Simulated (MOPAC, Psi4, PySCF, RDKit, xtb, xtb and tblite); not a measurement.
Two geometries of C₉H₁₀S, SMILES c1(SC)cc(C=C)ccc1, relaxed at GFN2-xTB with one dihedral held; other torsions can differ between them too.

Structure A

```
20

C      3.1555     0.9344    -2.0698
C      2.5872     0.1989    -1.1222
C      1.2060     0.2859    -0.6619
C      0.2993     1.2357    -1.1397
C     -0.9949     1.2647    -0.6625
C     -1.4265     0.3603     0.2948
C     -0.5369    -0.5875     0.7786
S     -0.9460    -1.8020     1.9983
C     -2.6887    -1.4712     2.3841
C      0.7677    -0.6179     0.3008
H      4.1876     0.7943    -2.3418
H      2.6263     1.6983    -2.6132
H      3.1785    -0.5572    -0.6201
H      0.6071     1.9541    -1.8825
H     -1.6894     2.0031    -1.0366
H     -2.4439     0.4089     0.6476
H     -2.9667    -2.2080     3.1314
H     -3.2980    -1.6012     1.4943
H     -2.7957    -0.4714     2.7950
H      1.4450    -1.3639     0.6909
```

Structure B

```
20

C      3.1328     0.9366    -2.0438
C      2.5799     0.1798    -1.1038
C      1.1996     0.2375    -0.6367
C      0.2585     1.1381    -1.1389
C     -1.0358     1.1545    -0.6559
C     -1.4270     0.2718     0.3370
C     -0.5028    -0.6308     0.8360
S     -0.9971    -1.7982     2.1026
C     -1.5330    -3.1413     0.9952
C      0.7951    -0.6483     0.3631
H      4.1666     0.8177    -2.3193
H      2.5905     1.6997    -2.5753
H      3.1878    -0.5688    -0.6102
H      0.5413     1.8355    -1.9118
H     -1.7492     1.8617    -1.0530
H     -2.4341     0.2810     0.7249
H     -1.8760    -3.9503     1.6313
H     -0.6926    -3.4684     0.3897
H     -2.3438    -2.7883     0.3645
H      1.4998    -1.3547     0.7778
```

### Question
Which is lower in energy at the level B3LYP-D3(BJ)/def2-SVP // GFN2-xTB in Psi4 1.11, and by how much?

### Answer
A is lower, by 6.10 kJ/mol (dihedral C6–C7–S8–C9: 0° in A, 90° in B).

E(B) − E(A) in kJ/mol at the other levels, on the same two geometries: GFN2-xTB (xtb and tblite) 7.70; MMFF94 // GFN2-xTB (RDKit) -2.43; B3LYP/def2-SVP // GFN2-xTB (Psi4) 6.23; PBE/def2-SVP // GFN2-xTB (Psi4) 9.90; PBE-D3(BJ)/def2-SVP // GFN2-xTB (Psi4) 9.72; UFF // GFN2-xTB (RDKit) -63.35; AM1, restricted, heats of formation // GFN2-xTB (MOPAC) 11.48; PM7, restricted, heats of formation // GFN2-xTB (MOPAC) 3.39; GFN1-xTB // GFN2-xTB (xtb) 12.66; restricted B3LYP/6-31G*, spherical d, density fitting // GFN2-xTB (PySCF) 3.34; restricted LDA (SVWN5)/6-31G*, spherical d, density fitting // GFN2-xTB (PySCF) 10.41; restricted B3LYP/3-21G, density fitting // GFN2-xTB (PySCF) -4.04; restricted BP86/6-31G*, spherical d, density fitting // GFN2-xTB (PySCF) 5.88.
